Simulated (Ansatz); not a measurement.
System: bromo(fluoro)methane, CH2BrF, net charge 0, singlet state. 
Coordinates optimised at B3LYP-D3(BJ)/def2-TZVP (Ansatz, a program for electronic structure):
SMILES: FCBr
```xyz
5

F     -1.8086     0.8720    -0.1203
C     -1.1928    -0.3299     0.0514
Br     0.7524    -0.1183     0.0147
H     -1.4463    -0.7339     1.0269
H     -1.4520    -0.9932    -0.7682
```
Charge 0, spin multiplicity 1.

Basis-set convergence of Hartree-Fock and CCSD(T) correlation energies (hartree) with Ansatz. Correlated levels leave the core frozen unless marked. No spin-orbit coupling. Frozen are the shells of the preceding noble gas and the d and f shells that filled before the atom's block. Non-relativistic.

| basis | functions | E(HF) | E(corr, CCSD(T)) | rough core time |
|---|---|---|---|---|
| aug-cc-pVDZ | 100 | -2710.86280 | -0.51498 | under 20 s |
| aug-cc-pVTZ | 197 | (withheld) | (withheld) | 40 s |

Task: What belongs in the gaps?

Result: 
- aug-cc-pVTZ, E(HF): -2710.97672
- aug-cc-pVTZ, E(corr, CCSD(T)): -0.64642
